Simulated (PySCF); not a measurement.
**Radial density of Cs (caesium, neutral)**

r2SCAN, [Xe] 6p1, 2P determinant (an excited configuration). Computed with PySCF 2.14 in x2c-QZVPPall (16s10p8d5f2g, 139 functions), with the spin-free X2C one-electron Hamiltonian (Gaussian nucleus).

| r (bohr) | 4πr²ρ (e/bohr) | 4πr²(ρα − ρβ) |
| --- | --- | --- |
| 0.0291 | 64.24 | 0.0007 |
| 0.0490 | 71.17 | 0.0015 |
| 0.0823 | 93.44 | 0.0009 |
| 0.139 | 68.17 | 0.0004 |
| 0.233 | 79.50 | 0.0032 |
| 0.392 | 34.12 | 0.0011 |
| 0.659 | 31.49 | 0.0055 |
| 1.11 | 11.65 | 0.0084 |
| 1.86 | 5.500 | 0.0205 |
| 3.14 | 1.041 | 0.0048 |
| 5.28 | 0.1556 | 0.1376 |
| 8.87 | 0.1148 | 0.1148 |
| 14.9 | 0.006914 | 0.0069 |

Densities and radii are taken from the X2C orbitals without a picture-change correction, which distorts them close to the nucleus.

Spin-orbit coupling, absent here, splits the open shell strongly.
